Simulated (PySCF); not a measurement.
Choosing a molecule for a target property.

Each SMILES stands for a single optimised conformer of the isolated species, non-relativistic unless stated; the electronic structure was computed with PySCF and density fitting.

Dipoles, sizes and rotational constants follow the conformer. The torsions of the flexible species, by atom-mapped SMILES:
- `[H]/[N:9]=[CH:8]/[c:7]1[c:2]([CH3:1])[cH:3][cH:4][cH:5][cH:6]1`: C6–C7–C8–N9 0°
- `[CH3:1][NH:2][CH2:3][CH2:4][NH:5][CH3:6]`: C1–N2–C3–C4 179°, N2–C3–C4–N5 66°, C3–C4–N5–C6 -74°
- `[SiH3:1][S:2][C@@H:3]1[CH2:4][CH2:5][Se:6]1`: Si1–S2–C3–C4 70°
- `[OH:1][SiH2:2][SH:3]`: H–O1–Si2–S3 55°, H–S3–Si2–O1 66°
- `[CH:1]#[C:2]/[CH:3]=[CH:4]\[C:5]([CH:6]=[CH2:7])=[CH:8]/[CH3:9]`: C3–C4–C5–C6 11°, C4–C5–C6–C7 -140°
- `[CH3:1][NH:2][CH2:3][CH2:4][CH2:5][NH2:6]`: C1–N2–C3–C4 71°, N2–C3–C4–C5 67°, C3–C4–C5–N6 -64°, H–N6–C5–C4 177°, H–N6–C5–C4 -65°
- `[CH3:1][NH:2][C@@H:3]([CH3:4])[CH2:5][NH2:6]`: C1–N2–C3–C4 73°, N2–C3–C5–N6 60°, H–N6–C5–C3 -50°, H–N6–C5–C3 -167°
- `[CH3:1][C@@H:2]1[C:3]([C:4]#[N:5])=[C:6]1[CH:7]1[CH2:8][CH2:9]1`: C3–C6–C7–C8 34°

The conformers of `c1ccc2c(c1)CCC2` aren't listed.

**Question.** Wanted: HOMO energy below -6.4 eV (B3LYP/def2-SVPD) and lowest singlet excitation below 5 eV (TDDFT B3LYP/def2-SVPD), at PBE0-D3(BJ)/def2-SVP geometries. Which candidate meets both?
A. `c1ccc2c(c1)CCC2`
B. `[SiH3]S[C@@H]1CC[Se]1`
C. `CNCCNC`
D. `O[SiH2]S`
E. `[H]/N=C/C1=CC=CC=C1C`
F. `CC#C[C@@]12[C@H]3C[C@@H]1[C@@H]2C3`

**Answer.** E. Computed values:
```
                           species  HOMO energy  lowest singlet excitation
                          O[SiH2]S     -7.49 eV                    6.02 eV
              [H]/N=C/C1=CC=CC=C1C     -6.85 eV                    4.46 eV
                   c1ccc2c(c1)CCC2     -6.51 eV                    5.16 eV
             [SiH3]S[C@@H]1CC[Se]1     -6.23 eV                    3.72 eV
CC#C[C@@]12[C@H]3C[C@@H]1[C@@H]2C3     -6.08 eV                    5.39 eV
                            CNCCNC     -5.72 eV                    5.28 eV
```

**Question.** Wanted: static isotropic polarisability between 103 au and 120 au (B3LYP/def2-SVPD) and HOMO–LUMO gap below 5.7 eV (B3LYP/def2-SVPD), at PBE0-D3(BJ)/def2-SVP geometries. Which candidate meets both?
A. `O[SiH2]S`
B. `[SiH3]S[C@H]1[Se]CC1`
C. `C[S][GaH2]`
D. `CC#C[C@@]12[C@H]3C[C@@H]1[C@@H]2C3`
E. `c1ccc2c(c1)CCC2`
F. `C#C/C=C\C(C=C)=C/C`

**Answer.** B. Computed values:
| species | static isotropic polarisability | HOMO–LUMO gap |
| --- | --- | --- |
| O[SiH2]S | 54.0 au | 7.09 eV |
| C[S][GaH2] | 67.8 au | 5.29 eV |
| c1ccc2c(c1)CCC2 | 101.5 au | 6.07 eV |
| CC#C[C@@]12[C@H]3C[C@@H]1[C@@H]2C3 | 103.9 au | 6.54 eV |
| [SiH3]S[C@H]1[Se]CC1 | 111.8 au | 4.93 eV |
| C#C/C=C\C(C=C)=C/C | 122.3 au | 4.31 eV |

**Question.** Wanted: smallest rotational constant between 1.7 GHz and 1.87 GHz (PBE0-D3(BJ)/def2-SVP) and lowest triplet excitation (Tamm–Dancoff) above 4.4 eV (TDA B3LYP/def2-SVPD), at PBE0-D3(BJ)/def2-SVP geometries. Which candidate meets both?
A. `O[SiH2]S`
B. `C[S][GaH2]`
C. `CN[C@@H](C)CN`
D. `CNCCNC`
E. `CNCCCN`

**Answer.** C. Computed values:
```
      species  smallest rotational constant  lowest triplet excitation (Tamm–Dancoff)
       CNCCNC                     1.615 GHz                                   5.14 eV
CN[C@@H](C)CN                     1.815 GHz                                   5.48 eV
       CNCCCN                     1.921 GHz                                   5.00 eV
   C[S][GaH2]                     2.408 GHz                                   3.85 eV
     O[SiH2]S                     3.346 GHz                                   5.62 eV
```

**Question.** Wanted: vertical ionisation energy above 9.7 eV (ΔSCF B3LYP/def2-SVPD) and dipole moment below 3 D (B3LYP/def2-SVPD), at PBE0-D3(BJ)/def2-SVP geometries. Which candidate meets both?
A. `C[S][GaH2]`
B. `O[SiH2]S`
C. `C[C@@H]1C(C#N)=C1C1CC1`
D. `CN[C@@H](C)CN`

**Answer.** B. Computed values:
```csv
species,vertical ionisation energy,dipole moment
CN[C@@H](C)CN,8.27 eV,1.76 D
C[C@@H]1C(C#N)=C1C1CC1,8.85 eV,5.18 D
C[S][GaH2],9.30 eV,1.44 D
O[SiH2]S,10.06 eV,0.61 D
```
